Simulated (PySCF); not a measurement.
PySCF input file for Si(H)(F)(Et)(OH) (C2H7FOSi), SMILES CC[SiH](O)F, PBE0/pcSseg-1. Coordinates come from a PBE0-D3(BJ)/def2-SVP optimisation. This is a generated structure with no PubChem entry under its InChIKey; it may be hypothetical. Other conformers were not sampled.

```python
import numpy as np
from pyscf import gto, scf, dft
from pyscf.prop.nmr import rks as nmr

mol = gto.M(
    atom='''
    Si   -0.43913113    0.36609459    0.24227003
    O    -1.19797819   -1.01133601    0.75574349
    F    -1.39437750    1.14951939   -0.81846848
    C     1.16964942    0.01327568   -0.63103507
    C     2.17644596   -0.75566965    0.22175208
    H    -0.29665612    1.21536610    1.44877298
    H    -1.34833725   -1.70318968    0.10512261
    H     0.93579963   -0.53960981   -1.55882330
    H     1.59025979    0.97794149   -0.96536389
    H     2.45188083   -0.19320050    1.12812512
    H     3.10648423   -0.96233288   -0.32944727
    H     1.76505536   -1.72092145    0.55579961
    ''',
    basis='pcSseg-1',
    charge=0,
    spin=0,
    max_memory=1600,
    verbose=3,
)
mf = dft.RKS(mol, xc='pbe0')
mf.grids.level = 3
mf.conv_tol = 1e-10
mf.max_cycle = 100
mf.kernel()
n = nmr.NMR(mf)
n.verbose = 2
n.max_cycle_cphf = 60
sigma = n.kernel()
print('atom   isotropic/ppm   span/ppm')
for i, s in enumerate(sigma):
    w = np.linalg.eigvalsh((s + s.T) / 2)
    print(f'{mol.atom_symbol(i):2s}{i + 1:3d} {w.mean():14.3f} {w[2] - w[0]:11.3f}')
```

Log of the run:

```
converged SCF energy = -544.670914087568
atom   isotropic/ppm   span/ppm
Si  1        353.252      54.522
O   2        277.874      66.612
F   3        323.620     118.017
C   4        174.298      10.793
C   5        177.772      15.167
H   6         26.588       8.626
H   7         29.662      18.688
H   8         30.806       9.791
H   9         30.682      11.067
H  10         30.386      10.785
H  11         30.068      12.380
H  12         30.449      10.838
```

The run converged.

Cost: very roughly 50 core-seconds.
